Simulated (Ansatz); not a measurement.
```xyz
6

B     0.438    0.466   -0.253
N    -0.603   -0.096    0.458
In   -0.496   -2.176   -0.046
H     0.744    1.628   -0.261
H    -1.190    0.485    1.040
H     1.106   -0.306   -0.938
```

Charge 0, multiplicity 1. In takes the def2 core potential. The bonds changed during the relaxation, so this is another structure than the one it started from.

Question: List the PBE0/def2-TZVPP orbital energies in eV (Ansatz 0.2.0). (Best estimate.)

Answer: Computed: Occupied: -390.40, -183.70, -127.92, -84.29, -84.28, -84.03, -22.95, -20.93, -20.92, -20.73, -20.71, -20.52, -14.13, -11.80, -10.47, -8.32, -8.00, -6.75. Lowest empty: -1.39, -1.29, 0.33, 0.45, 1.81, 2.39, 2.42, 2.80.
